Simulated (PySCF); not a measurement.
C₄H₉BOSi₂, SMILES c1ccc([SiH2][SiH2]B)o1 (GFN2-xTB optimised geometry):

```
17

B     -2.018    -3.409    -1.501
Si    -0.543    -2.249    -1.027
Si    -1.431    -0.343    -0.002
C     -0.162     1.034     0.000
C      1.207     1.034     0.000
C      1.616     2.386     0.000
C      0.467     3.117    -0.003
O     -0.605     2.315    -0.004
H     -2.463    -4.176    -0.735
H     -2.561    -3.327    -2.535
H      0.444    -2.815    -0.085
H      0.315    -1.796    -2.140
H     -2.619     0.207    -0.669
H     -1.834    -0.580     1.394
H      1.836     0.167    -0.002
H      2.619     2.762     0.000
H      0.293     4.176    -0.007
```

Computed with PySCF with B3LYP/def2-SVP.

Task: What are the frontier orbital energies and the dipole moment?

Result: HOMO-2 -8.08 eV, HOMO-1 -7.82 eV, HOMO -6.37 eV, LUMO -2.71 eV, LUMO+1 -0.29 eV; dipole moment 0.68 D.

Meta-Löwdin charges at B3LYP/def2-SVP: B1 -0.15, Si2 0.25, Si3 0.41, C4 -0.07, C5 -0.15, C6 -0.17, C7 0.05, O8 -0.23, H9 0.02, H10 0.02, H11 -0.08, H12 -0.08, H13 -0.09, H14 -0.10, H15 0.11, H16 0.12, H17 0.12.
